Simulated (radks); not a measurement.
Results of a calculation; reference values are marked as such.
Mean orbital radii <r> (bohr) of the mercury ion Hg2+, [Xe] 4f14 5d10, at several levels of relativity; Dirac values are averaged over j with weights 2j + 1. Spin-unpolarised spherical Kohn-Sham, LDA (Slater exchange, Perdew-Wang correlation), point nucleus unless stated (finite: rms radius 5.4648 fm), a radial shooting solver on a logarithmic mesh with Libxc functionals. A level marked "c x" has the speed of light scaled by that factor and shares open shells by 2j + 1; other Dirac levels either fill j = l - 1/2 first or share by 2j + 1.

| shell | non-rel. | Dirac, low j first | Dirac, c x 0.85 | Dirac, c x 5 | change of magnitude, last against first (%) |
|---|---|---|---|---|---|
| 3s | 0.2010 | 0.1802 | 0.1711 | 0.2002 | -0.38 |
| 3p | 0.1913 | 0.1811 | 0.1769 | 0.1909 | -0.20 |
| 3d | 0.1669 | 0.1651 | 0.1645 | 0.1669 | -0.05 |
| 4s | 0.4416 | 0.3993 | 0.3808 | 0.4401 | -0.36 |
| 4p | 0.4451 | 0.4242 | 0.4156 | 0.4443 | -0.18 |
| 4d | 0.4517 | 0.4494 | 0.4490 | 0.4516 | -0.03 |
| 4f | 0.4715 | 0.4832 | 0.4888 | 0.4719 | +0.09 |
| 5s | 0.9996 | 0.9015 | 0.8588 | 0.9959 | -0.37 |
| 5p | 1.083 | 1.036 | 1.016 | 1.081 | -0.17 |
| 5d | 1.422 | 1.445 | 1.456 | 1.423 | +0.06 |
| 6s (empty) | 2.626 | 2.356 | 2.234 | 2.616 | -0.37 |
| 6p (empty) | 3.115 | 2.978 | 2.917 | 3.110 | -0.16 |
